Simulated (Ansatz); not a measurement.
`C[CH2][Cd][Cl]` + HCl → `[Cl][Cd][Cl]` + ethane at 400 K and 1 bar (ligand exchange at a Cd–C bond).

Gas-phase electronic energies from Ansatz, PBE0-D4/def2-TZVP geometries. CBS: MP2 limit from def2 TZ/QZ plus the TZ coupled-cluster correction, frozen cores. This one scheme is used for every species. def2 core potentials past Kr. For Cd outer-core shells are correlated without core-valence functions, which leaves a few kJ/mol of doubt a bond. One conformer a species, not always the lowest.

| species | CCSD(T)/CBS energy (Eh) | H − E (kJ/mol) | S (J/(mol·K)) |
| --- | --- | --- | --- |
| `C[CH2][Cd][Cl]` | -706.64948 | 201.2 | 371.4 |
| HCl | -460.38127 | 29.6 | 195.4 |
| `[Cl][Cd][Cl]` | -1087.36358 | 26.0 | 303.7 |
| `CC` | -79.71954 | 213.5 | 244.3 |

H − E and S are ideal-gas, rigid-rotor, harmonic terms from PBE0-D4/def2-TZVP, for one conformer and one mirror image of each species. 1 Eh = 2625.50 kJ/mol, R = 8.31446 J/(mol·K).

Task: By hand: ΔE, ΔH, ΔS and ΔG.

Result: ΔE = (-1087.36358) + (-79.71954) − (-706.64948) − (-460.38127) = -0.05237 Eh = -137.5 kJ/mol. Δ(H − E) = 26.0 + 213.5 − 201.2 − 29.6 = 8.7, so ΔH = -128.8 kJ/mol. ΔS = 303.7 + 244.3 − 371.4 − 195.4 = -18.8 J/(mol·K). ΔG = -128.8 − 400 × (-18.8)/1000 = -121.3 kJ/mol.

Task: By hand: the equilibrium constant, and the temperature at which ΔG would vanish if ΔH and ΔS stayed fixed.

Result: log₁₀ K = −ΔG/(RT ln 10) = 15.8. ΔG = 0 at ΔH/ΔS = 6851 K, far beyond where these terms or the molecules hold.

ΔH outweighs TΔS. A doubt of 5 kJ/mol in ΔE shifts log₁₀ K by 0.7 here. Other conformers and mirror images would add mixing entropy, several J/(mol·K) or more a flexible species. These are equilibria of isolated gas molecules and say nothing of rates. Largest T1 diagnostic: 0.013 (customary marks: 0.02 for closed shells, 0.045 for open ones).
